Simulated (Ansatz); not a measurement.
C2H7ClSi2 can be A, `[SiH3]/C=C\[SiH2]Cl`, or B, `C=C(Cl)[SiH2][SiH3]`.

Computed with Ansatz on PBE0-D4/def2-TZVP structures; ΔE is electronic, products minus reactants. CCSD(T)/CBS adds triple-zeta CCSD(T) − MP2 to the extrapolated MP2 energy (def2 sets, frozen cores). DFT in def2-TZVPP. B3LYP here is the variant with VWN-RPA as its local correlation; programs differ in this. Each species was taken in one conformer, which may not be the lowest.

A:

Z-matrix (Å, degrees):
```
Si
C 1 1.868
H 1 1.486 2 109.6
H 1 1.484 2 110.6 3 -120.9
H 1 1.487 2 109.2 3 118.4
C 2 1.338 1 126.9 3 113.7
H 2 1.092 1 115.7 3 -65.4
Si 6 1.863 2 126.8 1 0.8
H 6 1.091 2 117.9 1 -178.8
Cl 8 2.061 6 110.5 2 -68.0
H 8 1.482 6 108.9 2 174.4
H 8 1.481 6 112.7 2 52.0
```

B:

Z-matrix (Å, degrees):
```
Si
Si 1 2.341
C 1 1.873 2 110.0
H 1 1.489 2 110.9 3 -118.8
H 1 1.487 2 110.1 3 120.1
H 2 1.486 1 110.7 3 -64.3
H 2 1.488 1 109.5 3 175.7
H 2 1.487 1 109.7 3 56.4
Cl 3 1.743 1 114.2 2 61.0
C 3 1.326 1 125.8 2 -117.5
H 10 1.085 3 122.5 1 178.5
H 10 1.084 3 119.6 1 -1.6
```

Task: Which is lower in electronic energy at CCSD(T)/CBS, and by how much? (Estimate.)

Result: Computed: A, by 138.0 kJ/mol.

Task: Give E(B) − E(A) in kJ/mol with B3LYP-D4, MP2/def2-TZVPP, B3LYP, CCSD(T)/def2-TZVPP, r2SCAN-D4, ωB97M-V, HF/def2-TZVPP. (Best estimate.)

Result: The calculation gave: B3LYP-D4 133.0, MP2/def2-TZVPP 143.2, B3LYP 131.2, CCSD(T)/def2-TZVPP 135.1, r2SCAN-D4 129.8, ωB97M-V 141.5, HF/def2-TZVPP 152.4. None reverses the order clearly.

Largest T1 diagnostic: 0.012.

From PBE to PBE0 (25 % exact exchange), in def2-TZVPP and without D4, E(B) − E(A) moves by +9.7 kJ/mol. In def2-TZVPP, CCSD(T) changes the Hartree–Fock value by −17.2 kJ/mol (the triples alone add −3.3 kJ/mol) and MP2 by −9.1 kJ/mol.
